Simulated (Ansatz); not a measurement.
The cluster Al₄B₂. The state is a singlet with charge 0. Geometry B3LYP-D4/def2-SVP; atoms count from 1.

```xyz
6

B     1.189   -0.392   -0.791
B    -2.038    0.481    1.330
Al   -1.694    2.430    1.509
Al    0.554   -1.214   -2.536
Al    2.240   -1.811    0.206
Al   -0.250    0.507    0.281
```

The restricted singlet is unstable towards broken spin symmetry at other levels; at PBE0-D4/def2-TZVP this wasn't settled. The geometry of the singlet was relaxed on an unsound state (restricted singlet, unstable towards broken spin symmetry at other levels and untested here). Another isomer (singlet) lies 3.40 eV lower at PBE0-D4/def2-TZVP; other spin states weren't run for this one.

(1) Estimate the Mulliken populations from the PBE0/def2-TZVP orbitals of Ansatz.

(2) And the Mayer bond orders between bonded heavy atoms (over 0.3)?

Results:

(1) 
```csv
atom,charge (e)
B1,-0.22
B2,-0.05
Al3,0.08
Al4,0.10
Al5,0.10
Al6,-0.02
```
Mulliken values and Mayer orders depend strongly on the basis.

(2) B1–Al4 0.96 (2.03 Å); B1–Al5 0.97 (2.03 Å); B1–Al6 1.17 (2.01 Å); B2–Al3 1.41 (1.99 Å); B2–Al6 1.05 (2.07 Å); Al3–Al6 0.72 (2.70 Å). Values over 0.3 also appear between atoms too far apart for a bond (Al4–Al5 0.51 at 3.27 Å); they arise where an orbital or an unpaired electron spreads over both atoms.
